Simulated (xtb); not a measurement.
C2H2Cl2, triplet, from a rough starting geometry (a higher spin typed on purpose: for a closed-shell molecule this is an excited state); xtb with GFN2-xTB.

The xtb input:
```
$ xtb mol.xyz --gfn 2 --uhf 2 --opt vtight --json

# file mol.xyz
6

Cl     2.09149119     0.39629090     0.02088703
C      0.56221058    -0.32263361     0.00646404
C     -0.52198211     0.40003961    -0.01619657
Cl    -2.12126293    -0.31785599    -0.01108452
H      0.58623061    -1.47507139    -0.03466672
H     -0.56057701     1.44978323     0.00367439
```

Output, abridged:

```
   ID    Z sym.   atoms
    1   17 Cl     1, 4
    2    6 C      2, 3
    3    1 H      5, 6

           -------------------------------------------------
          |                Calculation Setup                |
           -------------------------------------------------

           -------------------------------------------------
          |                 G F N 2 - x T B                 |
           -------------------------------------------------

          ...................................................
          :                      SETUP                      :
          :.................................................:
          :  # basis functions                  30          :
          :  # atomic orbitals                  28          :
          :  # shells                           12          :
          :  # electrons                        24          :
          :  max. iterations                   250          :
          :  Hamiltonian                  GFN2-xTB          :
          :  restarted?                      false          :
          :  GBSA solvation                  false          :
          :  PC potential                    false          :
          :  electronic temp.          300.0000000     K    :
          :  accuracy                    1.0000000          :
          :  -> integral cutoff          0.2500000E+02      :
          :  -> integral neglect         0.1000000E-07      :
          :  -> SCF convergence          0.1000000E-05 Eh   :
          :  -> wf. convergence          0.1000000E-03 e    :
          :  Broyden damping             0.4000000          :
          :  net charge                          0          :
          :  unpaired electrons                  2          :
          ...................................................

 iter      E             dE          RMSdq      gap      omega  full diag
   1    -14.2906403 -0.142906E+02  0.355E+00    1.08       0.0  T
   2    -14.2924273 -0.178706E-02  0.215E+00    1.20       1.0  T
   3    -14.2905609  0.186641E-02  0.868E-01    0.97       1.0  T
   4    -14.2931961 -0.263523E-02  0.235E-01    1.11       1.0  T
   5    -14.2932197 -0.235800E-04  0.872E-02    1.11       1.0  T
   6    -14.2932282 -0.846730E-05  0.593E-02    1.11       1.0  T
   7    -14.2932344 -0.616485E-05  0.388E-02    1.11       1.1  T
   8    -14.2932389 -0.455685E-05  0.155E-02    1.10       2.6  T
   9    -14.2932394 -0.515921E-06  0.620E-03    1.10       6.6  T
[...]
 * total energy  :   -14.2515137 Eh     change       -0.1037755E-03 Eh
 * total energy  :   -14.2524356 Eh     change       -0.9218305E-03 Eh
 * total energy  :   -14.2525528 Eh     change       -0.1172300E-03 Eh
 * total energy  :   -14.2526419 Eh     change       -0.8914992E-04 Eh
 * total energy  :   -14.2526917 Eh     change       -0.4980635E-04 Eh
 * total energy  :   -14.2527476 Eh     change       -0.5584519E-04 Eh
 * total energy  :   -14.2528083 Eh     change       -0.6067421E-04 Eh
 * total energy  :   -14.2528302 Eh     change       -0.2190900E-04 Eh
 * total energy  :   -14.2528349 Eh     change       -0.4741455E-05 Eh
 * total energy  :   -14.2528356 Eh     change       -0.6845359E-06 Eh
 * total energy  :   -14.2528358 Eh     change       -0.1632918E-06 Eh
 * total energy  :   -14.2528358 Eh     change       -0.1231048E-07 Eh
   *** GEOMETRY OPTIMIZATION CONVERGED AFTER 26 ITERATIONS ***
         :: total energy             -14.252835774480 Eh    ::
[...]
      -------------------------------------------------------------
                  HL-Gap            0.1952812 Eh            5.3139 eV
             Fermi-level           -0.3168114 Eh           -8.6209 eV

     #   Z          covCN         q      C6AA      α(0)
     1  17 Cl       0.919    -0.086   101.807    15.436
     2   6 C        2.824     0.002    27.968     8.666
     3   6 C        2.824     0.002    27.968     8.666
     4  17 Cl       0.919    -0.086   101.807    15.436
     5   1 H        0.926     0.084     1.943     2.180
     6   1 H        0.926     0.084     1.943     2.180

 Mol. C6AA /au·bohr⁶  :       1124.653144
 Mol. C8AA /au·bohr⁸  :      38760.848426
 Mol. α(0) /au        :         52.563161

Wiberg/Mayer (AO) data.
largest (>0.10) Wiberg bond orders for each atom

 ---------------------------------------------------------------------------
     #   Z sym  total        # sym  WBO       # sym  WBO       # sym  WBO
 ---------------------------------------------------------------------------
     1  17 Cl   1.281 --     2 C    1.143
     2   6 C    3.392 --     3 C    1.209     1 Cl   1.143     5 H    0.948
     3   6 C    3.392 --     2 C    1.209     4 Cl   1.143     6 H    0.948
     4  17 Cl   1.281 --     3 C    1.143
     5   1 H    0.992 --     2 C    0.948
     6   1 H    0.992 --     3 C    0.948
 ---------------------------------------------------------------------------

Topologies differ in total number of bonds
Writing topology from bond orders to xtbtopo.mol

molecular dipole:
                 x           y           z       tot (Debye)
 q only:        0.004      -0.003      -0.506
   full:        0.002      -0.002      -0.278       0.707
molecular quadrupole (traceless):
                xx          xy          yy          xz          yz          zz
 q only:       -2.117      -1.091       1.982      -0.023      -0.051       0.136
  q+dip:       -2.188      -1.821       2.950      -0.007      -0.054      -0.762
   full:       -1.955      -0.987       2.090      -0.015      -0.038      -0.135

optimized geometry written to: xtbopt.xyz

           -------------------------------------------------
          | TOTAL ENERGY              -14.252835774480 Eh   |
          | GRADIENT NORM               0.000036409827 Eh/α |
          | HOMO-LUMO GAP               5.313871635928 eV   |
           -------------------------------------------------

normal termination of xtb
```
